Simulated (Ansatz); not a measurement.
`CBN` + H₂Se → `NB[SeH]` + CH₄ at 700 K and 1 bar (ligand exchange at a B–C bond).

Isolated molecules relaxed with PBE0-D4/def2-TZVP in Ansatz; ΔE leaves out vibrations. CCSD(T)/CBS adds triple-zeta CCSD(T) − MP2 to the extrapolated MP2 energy (def2 sets, frozen cores). This one scheme is used for every species. For Se outer-core shells are correlated without core-valence functions, which leaves a few kJ/mol of doubt a bond. Scalar relativity is left out up to krypton. One conformer a species, not always the lowest.

| species | CCSD(T)/CBS energy (Eh) | H − E (kJ/mol) | S (J/(mol·K)) |
| --- | --- | --- | --- |
| `CBN` | -121.21267 | 256.5 | 356.6 |
| H₂Se | -2401.89790 | 61.1 | 251.1 |
| `NB[SeH]` | -2482.67368 | 178.9 | 366.8 |
| CH₄ | -40.46206 | 145.9 | 224.0 |

H − E and S are ideal-gas, rigid-rotor, harmonic terms from PBE0-D4/def2-TZVP, for one conformer and one mirror image of each species. 1 Eh = 2625.50 kJ/mol, R = 8.31446 J/(mol·K).

Problem. By hand: ΔE, ΔH, ΔS and ΔG.

Solution. ΔE = (-2482.67368) + (-40.46206) − (-121.21267) − (-2401.89790) = -0.02517 Eh = -66.1 kJ/mol. Δ(H − E) = 178.9 + 145.9 − 256.5 − 61.1 = 7.2, so ΔH = -58.9 kJ/mol. ΔS = 366.8 + 224.0 − 356.6 − 251.1 = -16.9 J/(mol·K). ΔG = -58.9 − 700 × (-16.9)/1000 = -47.1 kJ/mol.

Problem. By hand: the equilibrium constant, and the temperature at which ΔG would vanish if ΔH and ΔS stayed fixed.

Solution. log₁₀ K = −ΔG/(RT ln 10) = 3.5. ΔG = 0 at ΔH/ΔS = 3485 K, far beyond where these terms or the molecules hold.

ΔH outweighs TΔS. A doubt of 5 kJ/mol in ΔE shifts log₁₀ K by 0.4 here. Other conformers and mirror images would add mixing entropy, several J/(mol·K) or more a flexible species. These are equilibria of isolated gas molecules and say nothing of rates. Largest T1 diagnostic: 0.011 (customary marks: 0.02 for closed shells, 0.045 for open ones).
